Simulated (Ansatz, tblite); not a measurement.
Cost and result up the ladder for the cluster ZnTe₂⁻ (3 atoms). The state is a doublet with charge -1. Geometry: r2SCAN-D4/def2-TZVPD.

```xyz
3

Zn   -0.002   -0.002   -0.002
Te    1.195    0.779   -1.973
Te   -1.192   -0.777    1.975
```

Ansatz on 4 threads of AMD EPYC 7R43 on a shared host; xTB runs through tblite on one thread. Times are rough, summed over both states, and most runs start from the orbitals of an earlier one. PBE0-D4/def2-TZVPD serves as the yardstick here, not as an exact answer. The other state is a triplet.

In the def2 sets Te takes a core potential; there is no spin–orbit coupling. The xTB rows come from tblite. HOMO above LUMO, or a gap near zero within one spin, warns that the state may not be the lowest or that an electron is smeared out. The structure comes from a short search, and lower isomers may exist.

Raw xTB energies of ions are shifted by several eV, and xTB has no spin-polarisation term.

```csv
level,functions,wall time,vertical IE (eV),difference from PBE0-D4/def2-TZVPD (eV),remarks
GFN1-xTB,22,0.005 s,6.77,3.70,–
GFN2-xTB,22,0.009 s,5.38,2.32,–
PBE-D4/def2-TZVPD,169,21 s,3.06,-0.01,gap within one spin near zero (-1 doublet)
PBE0-D4/def2-TZVPD,169,69 s,3.07,0.00,–
r2SCAN-D4/def2-TZVPD (with forces),169,94 s,3.13,0.07,–
```
